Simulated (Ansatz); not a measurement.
Consider the ligand exchange at the In–C bond: `Cl[CH](Cl)[InH2]` + `OBF` → `FB[O][InH2]` + `ClCCl`.

Computed with Ansatz on PBE0-D4/def2-TZVP structures; ΔE is electronic, products minus reactants. CBS: MP2 limit from def2 TZ/QZ plus the TZ coupled-cluster correction, frozen cores. This one scheme is used for every species. DFT in def2-TZVPP. Elements past krypton have def2 core potentials. For In outer-core shells are correlated without core-valence functions, which leaves a few kJ/mol of doubt a bond. One conformer a species, not always the lowest.

(1) Is it downhill or uphill in electronic energy at CCSD(T)/CBS, and by how much? (An estimate is asked.)

(2) What do these levels give: r2SCAN-D4, CAM-B3LYP-D4, RPA@PBE/def2-TZVPP, CCSD/def2-SVP, HF/def2-TZVPP, HF/def2-QZVPP? (Best estimate.)

(3) What do rigid-rotor, harmonic-oscillator terms from PBE0-D4/def2-TZVP frequencies (298.15 K, 1 bar) make of the CCSD(T)/CBS value? (Estimate.)

Largest T1 diagnostic among the species: 0.016.

Results:

(1) Computed: Downhill: ΔE = -0.84 eV.

(2) Computed: r2SCAN-D4 -0.85, CAM-B3LYP-D4 -0.87, RPA@PBE/def2-TZVPP -0.85, CCSD/def2-SVP -0.88, HF/def2-TZVPP -0.94, HF/def2-QZVPP -0.95 eV.

(3) Ansatz gave: ΔZPE = +0.03 eV, ΔH = -0.82 eV, ΔS = -9 J/(mol·K), ΔG = -0.80 eV.

The D4 term adds +0.04 eV with B3LYP and +0.02 eV with PBE0; it sums over pairs of atoms, weighted by their polarisabilities, and B3LYP, whose exchange is more repulsive, gets the larger term. From BLYP to BHLYP (50 % exact exchange), in def2-TZVPP and without D4, ΔE moves by −0.04 eV.

B3LYP here is the variant with VWN-RPA as its local correlation; programs differ in this.
